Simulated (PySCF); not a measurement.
CH4F2OSSi. Atoms are numbered in the order given.

```xyz
10

C      2.0750     0.7419    -0.8648
S      1.4202    -0.4151     0.4152
Si    -0.6309    -0.0750     0.1080
O     -0.9454     1.5357     0.0895
F     -1.4363    -0.8379     1.2759
F     -1.1965    -0.6919    -1.2773
H      1.6742     1.7515    -0.7090
H      1.8327     0.3854    -1.8750
H      3.1650     0.7527    -0.7366
H     -1.7527     1.8328    -0.3492
```

Coordinates come from a B3LYP-D3(BJ)/def2-SVP optimisation. The structure was generated by enumeration, and PubChem lists no compound with its InChIKey, so it may never have been made. One conformer was computed; it need not be the lowest.

Computed with B3LYP-D3(BJ)/def2-SVP (PySCF).

Frequencies are harmonic and unscaled.

```csv
mode,ν (cm⁻¹),IR (km/mol),Raman (Å⁴/amu),depolarisation,moving atoms (share of kinetic energy)
1,42,1.3,1.1,0.75,"C 36 %, F 22 %, H 19 %, S 14 %, O 9 %"
2,119,0.9,0.2,0.60,"H 84 %, F 8 %"
3,143,3.2,0.5,0.64,"H 30 %, C 27 %, F 23 %, O 15 %"
4,198,38.0,2.8,0.71,"H 54 %, F 24 %, C 10 %"
5,207,0.1,0.8,0.73,"F 41 %, O 28 %, S 23 %"
6,270,44.6,1.4,0.40,"H 36 %, F 32 %, S 13 %, C 10 %"
7,325,35.7,1.8,0.62,"F 47 %, O 17 %, Si 16 %, S 15 %"
8,329,34.3,1.5,0.71,"F 29 %, O 28 %, H 16 %, S 14 %, Si 12 %"
9,358,47.2,1.3,0.75,"F 43 %, O 24 %, Si 18 %, S 9 %"
10,543,87.1,7.2,0.05,"S 35 %, Si 32 %, F 16 %, H 8 %"
11,691,7.2,14.0,0.27,"C 59 %, S 32 %, H 9 %"
12,773,111.3,3.7,0.24,"H 48 %, O 29 %, F 19 %"
13,877,265.0,2.0,0.17,"Si 34 %, F 30 %, H 28 %"
14,942,152.6,0.4,0.44,"Si 46 %, F 40 %, O 11 %"
15,970,21.3,3.9,0.73,"H 79 %, C 13 %"
16,982,48.6,4.5,0.57,"H 64 %, C 12 %, Si 11 %"
17,989,89.9,1.6,0.75,"Si 37 %, H 25 %, O 18 %, F 14 %"
18,1334,5.8,1.9,0.63,"H 87 %, C 12 %"
19,1449,8.2,16.7,0.75,H 95 %
20,1463,9.7,11.9,0.74,H 95 %
21,3057,14.8,121.6,0.01,H 98 %
22,3164,2.1,71.5,0.72,"H 90 %, C 10 %"
23,3175,0.6,63.5,0.72,"H 90 %, C 10 %"
24,3862,118.9,148.0,0.30,H 94 %
```
